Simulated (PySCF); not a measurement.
**Radial density of B(3+) (boron, charge +3)**

UHF, 1s2, closed-shell 1S. Computed with PySCF 2.14 in dyall-acv3z, with scalar relativity by spin-free X2C-1e.

```csv
r (bohr),4πr²ρ (e/bohr)
0.00429,0.01578
0.00721,0.04305
0.0121,0.1153
0.0204,0.2990
0.0343,0.7343
0.0577,1.645
0.0971,3.159
0.163,4.705
0.275,4.627
0.462,2.310
0.777,0.3767
1.31,0.009418
```

Densities and radii are taken from the X2C orbitals without a picture-change correction, which distorts them close to the nucleus.
